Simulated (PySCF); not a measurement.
## `C[C@H]1C[C@H](F)C[C@@H]1S`, C₆H₁₁FS

Cartesian coordinates in Å; atom numbers follow the order of the lines, from 1:
```xyz
19

C     1.832    1.094   -0.479
C     0.581    0.230   -0.502
C     0.746   -1.120    0.202
C    -0.686   -1.552    0.491
F    -1.243   -2.088   -0.658
C    -1.420   -0.263    0.861
C    -0.607    0.879    0.229
S    -1.604    1.943   -0.870
H     1.633    2.053   -0.953
H     2.640    0.604   -1.015
H     2.154    1.273    0.545
H     0.295    0.042   -1.542
H     1.282   -0.999    1.144
H     1.268   -1.850   -0.415
H    -0.770   -2.336    1.250
H    -1.464   -0.155    1.944
H    -2.442   -0.292    0.483
H    -0.250    1.572    0.994
H    -1.953    0.974   -1.714
```

Method: TDDFT CAM-B3LYP/def2-SVPD circular dichroism and optical rotation, one conformer, gas phase in PySCF. Geometry: GFN2-xTB.

The molecule is flexible and this is one conformer; a measurement averages over conformers. States above about 8.1 eV (minus the energy of the highest occupied orbital) lie near or above the ionisation threshold and depend on the basis.

Draw the ECD and absorption spectra from the lowest 16 states, each a Gaussian of half-width 0.2 eV at 1/e height.


```
E (eV)  λ (nm)  Δε (L mol⁻¹ cm⁻¹)  ε (L mol⁻¹ cm⁻¹)
  5.07     245               0.00             0.421
  5.22     238              +0.04              10.2
  5.37     231              +0.34              80.1
  5.52     225              +0.86               205
  5.67     219              +0.71               170
  5.82     213              +0.21              61.6
  5.97     208              +0.27               282
  6.12     203              +1.43              1570
  6.27     198              +2.63              2880
  6.42     193              +1.58              1720
  6.57     189              +0.50               362
  6.72     185              +1.09               189
  6.87     181              +1.93               303
  7.02     177              +1.03               210
  7.17     173              -1.11               455
  7.32     169              -6.57              1830
  7.47     166             -13.48              3740
  7.62     163             -15.26              5840
  7.77     160              -9.15              5570
  7.92     157              +7.35              2390
  8.07     154             +10.29              1570
  8.22     151             -27.20              3660
  8.37     148             -35.42              8460
  8.52     146             +13.02             16600
  8.67     143             +17.49             17300
```
Δε uses R in velocity form, ε uses f in length form. Only the states computed contribute, so the short-wavelength end is incomplete.
